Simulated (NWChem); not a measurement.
Everything below was run with NWChem. System: HFPb, charge 0, spin multiplicity 1, at a geometry optimised with PBE/def2-SVP with def2 effective core potentials on Pb. The structure started from a generated list of species. Level: G0W0@PBE/def2-SVP with def2 effective core potentials on Pb, RI basis def2-svp-rifit, no spin-orbit coupling.

The NWChem input:

```
start mol
memory heap 200 mb stack 700 mb global 1700 mb
geometry units angstroms nocenter noautoz
  Pb    -0.151865     0.135202     0.000000
  H      1.137193     1.526168     0.000000
  F      1.257306    -1.401411     0.000000
  symmetry group Cs
end
basis spherical
  * library def2-svp
end
ecp
  Pb library def2-ecp
end
basis "ri basis" bse spherical
  * library def2-svp-rifit
end
dft
  xc xpbe96 cpbe96
  iterations 100
  direct
  tolerances tight
end
task dft energy
gw
  states alpha occ 4 vir 2
end
task dft gw
```

NWChem printed:

```
             Northwest Computational Chemistry Package (NWChem) 7.3.0
             --------------------------------------------------------

                                NWChem Input Module
                                -------------------

 Scaling coordinates for geometry "geometry" by  1.889725989
 (inverse scale =  0.529177249)

 Turning off AUTOSYM since
 SYMMETRY directive was detected!

                             Geometry "geometry" -> ""
                             -------------------------

 Output coordinates in angstroms (scale by  1.889725989 to convert to a.u.)

  No.       Tag          Charge          X              Y              Z
 ---- ---------------- ---------- -------------- -------------- --------------
    1 Pb                  82.0000    -0.15186500     0.13520200     0.00000000
    2 H                    1.0000     1.13719300     1.52616800     0.00000000
    3 F                    9.0000     1.25730600    -1.40141100     0.00000000

 Effective nuclear repulsion energy (a.u.)     211.8185638785

            Nuclear Dipole moment (a.u.)
            ----------------------------
        X                 Y               Z
 ---------------- ---------------- ----------------
     0.0000321253     0.0000623610     0.0000000000

      Symmetry information
      --------------------

 Group name             Cs
 Group number              2
 Group order               2
 No. of unique centers     3

      Symmetry unique atoms

     1    2    3


 Summary of "ao basis" -> "" (spherical)
 ------------------------------------------------------------------------------
       Tag                 Description            Shells   Functions and Types
 ---------------- ------------------------------  ------  ---------------------
 *                          def2-svp                  on all atoms

 Summary of "ri basis" -> "" (spherical)
 ------------------------------------------------------------------------------
       Tag                 Description            Shells   Functions and Types
 ---------------- ------------------------------  ------  ---------------------
 *                       def2-svp-rifit               on all atoms

  pbe96 is a nonlocal functional; adding pw91lda local functional.

                                 NWChem DFT Module
                                 -----------------

 Summary of "ao basis" -> "ao basis" (spherical)
 ------------------------------------------------------------------------------
       Tag                 Description            Shells   Functions and Types
 ---------------- ------------------------------  ------  ---------------------
 Pb                         def2-svp                10       26   4s4p2d
 H                          def2-svp                 3        5   2s1p
 F                          def2-svp                 6       14   3s2p1d

 Summary of "ao basis" -> "ao basis" (spherical)
 ------------------------------------------------------------------------------
       Tag                 Description            Shells   Functions and Types
 ---------------- ------------------------------  ------  ---------------------
 Pb                         def2-svp                10       26   4s4p2d
 H                          def2-svp                 3        5   2s1p
 F                          def2-svp                 6       14   3s2p1d

      Symmetry analysis of basis
      --------------------------

        a'         32
        a"         13

            General Information
            -------------------
          SCF calculation type: DFT
          Wavefunction type:  closed shell.
          No. of atoms     :     3
          No. of electrons :    32
           Alpha electrons :    16
            Beta electrons :    16
          Charge           :     0
          Spin multiplicity:     1
          Use of symmetry is: on ; symmetry adaption is: on
          Maximum number of iterations: 100
          This is a Direct SCF calculation.
          AO basis - number of functions:    45
                     number of shells:    19
          Convergence on energy requested:  1.00D-06
          Convergence on density requested:  1.00D-05
          Convergence on gradient requested:  5.00D-04

              XC Information
              --------------
          PerdewBurkeErnzerhof Exchange Functional  1.000
            Perdew 1991 LDA Correlation Functional  1.000 local
           PerdewBurkeErnz. Correlation Functional  1.000 non-local

             Grid Information
             ----------------
          Grid used for XC integration:  medium
          Radial quadrature: Mura-Knowles
          Angular quadrature: Lebedev.
          Tag              B.-S. Rad. Rad. Pts. Rad. Cut. Ang. Pts.
          ---              ---------- --------- --------- ---------
          Pb                  1.80      123           8.0       590
          H                   0.35       45           8.0       434
          F                   0.50       49           8.0       434
          Grid pruning is: on
          Number of quadrature shells:   217
          Spatial weights used:  Erf1

          Convergence Information
          -----------------------
          Convergence aids based upon iterative change in
          total energy or number of iterations.
          Levelshifting, if invoked, occurs when the
          HOMO/LUMO gap drops below (HL_TOL):  1.00D-02
          DIIS, if invoked, will attempt to extrapolate
          using up to (NFOCK): 10 stored Fock matrices.

                    Damping( 0%)  Levelshifting(0.5)       DIIS
                  --------------- ------------------- ---------------
[...]
      ------------------------------

 Total energy =    -291.343932
 1-e energy   =    -591.145385
 2-e energy   =     241.782739
 HOMO         =      -0.253939
 LUMO         =      -0.059246

      Symmetry analysis of molecular orbitals - initial
      -------------------------------------------------

  Numbering of irreducible representations:

     1 a'          2 a"

  Orbital symmetries:

     1 a'          2 a'          3 a'          4 a'          5 a"
     6 a'          7 a'          8 a'          9 a'         10 a"
    11 a"         12 a'         13 a'         14 a"         15 a'
    16 a'         17 a"         18 a'         19 a'         20 a'
    21 a'         22 a"         23 a'         24 a"         25 a'
    26 a"

   convergence    iter        energy       DeltaE   RMS-Dens  Diis-err    time
 ---------------- ----- ----------------- --------- --------- ---------  ------
 d= 0,ls=0.0,diis     1   -293.0613293805 -3.51D+02  8.68D-02  7.27D-01     0.8
 d= 0,ls=0.0,diis     2   -288.3163120341  4.75D+00  7.18D-02  3.51D+01     1.2
 d= 0,ls=0.0,diis     3   -293.1406837939 -4.82D+00  8.04D-03  2.66D-01     1.6
 d= 0,ls=0.0,diis     4   -293.1638141533 -2.31D-02  4.87D-03  3.47D-02     2.0
 d= 0,ls=0.0,diis     5   -293.1680816943 -4.27D-03  2.18D-03  4.66D-03     2.4
 d= 0,ls=0.0,diis     6   -293.1690447292 -9.63D-04  4.23D-04  4.26D-04     2.8
 d= 0,ls=0.0,diis     7   -293.1691144186 -6.97D-05  5.74D-05  5.72D-06     3.2
 d= 0,ls=0.0,diis     8   -293.1691152040 -7.85D-07  8.49D-06  7.73D-08     3.6

         Total DFT energy =     -293.169115203972
      One electron energy =     -592.454882681036
           Coulomb energy =      268.071245434856
    Exchange-Corr. energy =      -26.804192055402
 Nuclear repulsion energy =       58.018714097610

 Numeric. integr. density =       31.999989804566

     Total iterative time =      3.2s

                  Occupations of the irreducible representations
                  ----------------------------------------------

                     irrep           alpha         beta
                     --------     --------     --------
                     a'               12.0         12.0
                     a"                4.0          4.0

                       DFT Final Molecular Orbital Analysis
                       ------------------------------------

 Vector   14  Occ=2.000000D+00  E=-2.786268D-01  Symmetry=a"
              MO Center=  1.2D+00, -1.3D+00, -6.3D-15, r^2= 8.3D-01
   Bfn.  Coefficient  Atom+Function         Bfn.  Coefficient  Atom+Function
  ----- ------------  ---------------      ----- ------------  ---------------
    37      0.632728  3 F  pz                40     -0.448516  3 F  pz
    13     -0.138038  1 Pb pz                16     -0.122915  1 Pb pz
    18     -0.060865  1 Pb d -1              20     -0.057399  1 Pb d  1
    10      0.049238  1 Pb pz                 7      0.048257  1 Pb pz
    23      0.041492  1 Pb d -1              25      0.039241  1 Pb d  1

 Vector   15  Occ=2.000000D+00  E=-2.749424D-01  Symmetry=a'
              MO Center=  1.0D+00, -1.2D+00,  5.6D-15, r^2= 1.4D+00
   Bfn.  Coefficient  Atom+Function         Bfn.  Coefficient  Atom+Function
  ----- ------------  ---------------      ----- ------------  ---------------
    36      0.530042  3 F  py                39     -0.373921  3 F  py
    35      0.288934  3 F  px                38     -0.201866  3 F  px
    11     -0.190971  1 Pb px                 3      0.150858  1 Pb s
    14     -0.130020  1 Pb px                 1     -0.103439  1 Pb s
    15     -0.088829  1 Pb py                 4      0.078718  1 Pb s

 Vector   16  Occ=2.000000D+00  E=-2.136692D-01  Symmetry=a'
              MO Center=  4.8D-01,  4.1D-01, -1.9D-15, r^2= 3.4D+00
   Bfn.  Coefficient  Atom+Function         Bfn.  Coefficient  Atom+Function
  ----- ------------  ---------------      ----- ------------  ---------------
    27      0.354981  2 H  s                 28      0.337208  2 H  s
    11      0.309450  1 Pb px                35      0.282069  3 F  px
     3     -0.272608  1 Pb s                  4     -0.243215  1 Pb s
    38     -0.210369  3 F  px                 1      0.186833  1 Pb s
    12      0.162467  1 Pb py                14      0.135013  1 Pb px

 Vector   17  Occ=0.000000D+00  E=-1.267940D-01  Symmetry=a"
              MO Center= -1.1D-01,  1.1D-01, -2.2D-15, r^2= 3.5D+00
   Bfn.  Coefficient  Atom+Function         Bfn.  Coefficient  Atom+Function
  ----- ------------  ---------------      ----- ------------  ---------------
    13      0.595341  1 Pb pz                16      0.533553  1 Pb pz
    37      0.202047  3 F  pz                10     -0.197410  1 Pb pz
     7     -0.191212  1 Pb pz                40     -0.163580  3 F  pz
    23      0.040423  1 Pb d -1              18     -0.033857  1 Pb d -1
    25      0.028488  1 Pb d  1

 Vector   18  Occ=0.000000D+00  E=-4.771609D-02  Symmetry=a'
              MO Center= -1.9D-01,  1.8D-01,  1.7D-17, r^2= 4.3D+00
   Bfn.  Coefficient  Atom+Function         Bfn.  Coefficient  Atom+Function
  ----- ------------  ---------------      ----- ------------  ---------------
    15      0.625940  1 Pb py                14     -0.413473  1 Pb px
    12      0.342241  1 Pb py                 3     -0.287088  1 Pb s
    34      0.279102  3 F  s                 11     -0.249799  1 Pb px
    35      0.182516  3 F  px                36     -0.175953  3 F  py
    38     -0.149763  3 F  px                39      0.143557  3 F  py

 Vector   19  Occ=0.000000D+00  E= 7.262805D-03  Symmetry=a'
              MO Center= -1.2D-01,  2.5D-01, -9.3D-16, r^2= 4.9D+00
   Bfn.  Coefficient  Atom+Function         Bfn.  Coefficient  Atom+Function
  ----- ------------  ---------------      ----- ------------  ---------------
    28      1.067955  2 H  s                 14     -0.741156  1 Pb px
    15     -0.604220  1 Pb py                 3     -0.526079  1 Pb s
    11     -0.304834  1 Pb px                12     -0.301824  1 Pb py
    27      0.268263  2 H  s                  1      0.226424  1 Pb s
     4     -0.195264  1 Pb s                 36     -0.120054  3 F  py

 center of mass
 --------------
 x =  -0.05430448 y =   0.02513521 z =   0.00000000

 moments of inertia (a.u.)
 ------------------
         155.058349958079         128.234161718957           0.000000000000
         128.234161718957         128.360618529982           0.000000000000
           0.000000000000           0.000000000000         283.418968488062

     Multipole analysis of the density
     ---------------------------------

     L   x y z        total         alpha         beta         nuclear
     -   - - -        -----         -----         ----         -------
     0   0 0 0     -0.000000    -16.000000    -16.000000     32.000000

     1   1 0 0     -1.156550     -9.187788     -9.187788     17.219026
     1   0 1 0      0.593237      7.961429      7.961429    -15.329622
     1   0 0 1     -0.000000     -0.000000     -0.000000      0.000000

     2   2 0 0    -27.585392    -42.411132    -42.411132     57.236872
     2   1 1 0      0.468096     26.256730     26.256730    -52.045364
     2   1 0 1     -0.000000     -0.000000     -0.000000      0.000000
     2   0 2 0    -27.871843    -50.373124    -50.373124     72.874405
     2   0 1 1      0.000000      0.000000      0.000000      0.000000
     2   0 0 2    -21.741730    -10.870865    -10.870865      0.000000

 Task  times  cpu:        3.5s     wall:        3.5s

                                NWChem Input Module
                                -------------------

                                 NWChem GW Module
                                 ----------------

                             ***********************
                             ***        GW       ***
                             ***********************

 Summary of "ri basis" -> "ri basis" (spherical)
 ------------------------------------------------------------------------------
       Tag                 Description            Shells   Functions and Types
 ---------------- ------------------------------  ------  ---------------------
 Pb                      def2-svp-rifit             31      121   9s8p7d5f2g
 H                       def2-svp-rifit              6       14   3s2p1d
 F                       def2-svp-rifit             16       48   6s5p4d1f

                 Memory Information
                 ------------------
          Available GA per process is          1700.0 MBs
          Available stack per process is        700.0 MBs
          Available heap per process is           0.0 MBs

          Peak memory in Initialization
              Peak GA per process is                  1.4 MBs
              Peak stack per process is               0.0 MBs
              Peak heap per process is                1.5 MBs
              Memory not in MA per process            0.0 MBs

          Peak memory in AFF Calculation
              Peak GA per process is                  3.4 MBs
              Peak stack per process is               1.6 MBs
              Peak heap per process is                0.0 MBs
              Memory not in MA per process            1.6 MBs

          Computing 2-center integrals
          Computing Inverse Cholesky factor
          Computing 3-center integrals
          Computing V_xc ...

          Computing Sigma_x
          Computing RPA polarizability
          Solving quasiparticle equations

                  Alpha Orbitals
          State     Energy (eV)     Error (eV)
          -----------------------------------
@GW        13        -10.356           0.002
@GW        14         -9.692           0.005
@GW        15         -9.945           0.005
@GW        16         -8.594           0.002
@GW        17         -0.242           0.002
@GW        18          1.915           0.002

   Applying  -2.7797 eV scissor-shift to rest of particle states

   Applying   3.2084 eV scissor-shift to rest of hole states

     GW Timing Statistics
   ------------------------
   Init.   :          0.1s
     ERIs  :          0.2s
     Distr.:          0.0s
     Vxc   :          0.1s
   Sigma_x :          0.0s
   RPA     :          0.0s
   Wmn     :          0.0s
   Sigma_c :          0.0s
   GW total:          0.5s

 Task  times  cpu:        0.5s     wall:        0.5s

 Total times  cpu:        4.0s     wall:        4.0s
```
